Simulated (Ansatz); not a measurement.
The inner images of a band of ClHMgO + H4Si (9 atoms, charge 0, multiplicity 1) are given out of order.

The calculation used RKS B3LYP-D4/def2-SVP (Ansatz).

First end point:

```xyz
9
Properties=species:S:1:pos:R:3
Mg -1.368 -1.078 -0.078
O -1.785 -1.757 1.497
Cl -1.296 -0.553 -2.232
H 0.361 0.170 0.445
Si 1.255 1.083 -0.358
H -1.766 -1.943 2.433
H 1.955 0.277 -1.387
H 2.222 1.642 0.628
H 0.422 2.159 -0.948
```

Last end point:

```xyz
9
Properties=species:S:1:pos:R:3
Mg -0.701 -0.411 -0.603
O -1.031 -1.140 1.304
Cl -2.441 -1.599 -1.403
H -0.650 -1.047 2.188
Si 1.301 1.206 -0.705
H -1.789 -1.747 1.335
H 2.439 0.731 -1.563
H 1.907 1.427 0.655
H 0.965 2.581 -1.208
```

**Question.** Put them in order from the first end to the last, with their energies above the first end.
A.
```xyz
9
Properties=species:S:1:pos:R:3
Mg -0.978 -0.598 -0.827
O -0.931 -1.009 1.190
Cl -2.400 -1.400 -2.332
H -0.164 -0.445 1.415
Si 1.078 0.956 -0.423
H -1.262 -1.452 1.985
H 2.272 0.512 -1.209
H 1.602 1.061 0.999
H 0.783 2.375 -0.798
```
B.
```xyz
9
Properties=species:S:1:pos:R:3
Mg -1.466 -1.129 -0.235
O -1.658 -1.664 1.449
Cl -1.655 -0.795 -2.410
H 0.199 0.138 0.284
Si 1.250 1.065 -0.255
H -1.366 -1.632 2.359
H 2.055 0.318 -1.253
H 2.075 1.462 0.918
H 0.566 2.237 -0.856
```
C.
```xyz
9
Properties=species:S:1:pos:R:3
Mg -1.175 -0.788 -0.704
O -0.987 -1.044 1.148
Cl -2.186 -1.176 -2.624
H -0.060 -0.231 0.844
Si 1.082 0.886 -0.083
H -1.165 -1.381 2.035
H 2.048 0.308 -1.073
H 1.879 1.261 1.128
H 0.563 2.164 -0.670
```
D.
```xyz
9
Properties=species:S:1:pos:R:3
Mg -1.430 -1.041 -0.474
O -1.306 -1.313 1.264
Cl -2.044 -1.066 -2.591
H 0.175 0.043 0.422
Si 1.216 0.997 -0.100
H -1.233 -1.489 2.197
H 2.061 0.311 -1.113
H 2.010 1.375 1.097
H 0.551 2.184 -0.701
```
E.
```xyz
9
Properties=species:S:1:pos:R:3
Mg -0.841 -0.489 -0.813
O -0.949 -1.025 1.184
Cl -2.517 -1.613 -1.768
H -0.322 -0.669 1.831
Si 1.190 1.087 -0.606
H -1.566 -1.619 1.636
H 2.425 0.683 -1.358
H 1.630 1.117 0.842
H 0.951 2.528 -0.948
```

**Answer.** B (+0.9 kcal/mol), D (+5.5 kcal/mol), C (+25.3 kcal/mol), A (+7.7 kcal/mol), E (+3.3 kcal/mol).

Run time: 3.2 min on 2 threads of Arm Neoverse V2, on a shared host, peak memory 0.19 GiB.
